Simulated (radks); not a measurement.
Q: All-electron atom: Ti II in [Ar] 3d2 7s1 (not the ground configuration). Calculated with a radial shooting solver on a logarithmic mesh with Libxc functionals: scalar-relativistic Kohn-Sham, r2SCAN, spin-unpolarised, spherical densities, finite nucleus; meta-GGA in the generalised Kohn-Sham scheme; Fermi nuclear charge, rms radius 3.5921 fm. Some entries of the table are withheld. Estimate them.

orbital  occ.  eigenvalue (eV)  r(max) (bohr)  <r^2> (bohr^2)
1s          2        -4903.341        0.04556        0.006517
2s          2        -558.3735         0.2685             (1)
2p          6        -463.2214         0.2196             (2)
3s          2         -78.8376            (3)           1.170
3p          6         -54.0008         0.9033           1.380
3d          2         -17.3840         0.9771           2.610
7s          1          -1.7862            (4)             (5)

A: 
(1) 2s <r^2> (bohr^2): 0.1241
(2) 2p <r^2> (bohr^2): 0.1034
(3) 3s r(max) (bohr): 0.8695
(4) 7s r(max) (bohr): 20.68
(5) 7s <r^2> (bohr^2): 399.3
